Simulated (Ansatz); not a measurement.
BiH₂F. Charge 0, multiplicity 1. Geometry PBE-D4/def2-TZVP, basis def2-TZVP, Ansatz.

```xyz
4

Bi    0.704    0.169   -0.304
H    -0.407    1.438    0.376
H     0.496   -0.790    1.226
F    -0.794   -0.817   -1.298
```

```csv
run,HOMO (eV),LUMO (eV)
A,-7.22,-2.29
B,-8.09,-1.78
C,-10.59,0.33
D,-6.90,-2.56
E,-7.06,-2.83
F,-10.64,1.08
```

In the def2 sets Bi takes a core potential; there is no spin–orbit coupling. LC-ωPBE has ω = 0.4 bohr⁻¹.

The runs used HF, LC-ωPBE, LDA (SPW92), PBE, PBE0, r2SCAN. Estimate which is which.

A r2SCAN (0 % exact exchange); B PBE0 (25 % exact exchange); C LC-ωPBE (range-separated); D PBE (0 % exact exchange); E LDA (SPW92) (0 % exact exchange); F HF (100 % exact exchange). Exact exchange lowers occupied and raises empty levels; among semilocal functionals meta-GGAs tend to open the gap a little, and such runs are hard to tell apart. The gap grows from 4.22 eV (LDA (SPW92)) to 11.73 eV (HF).
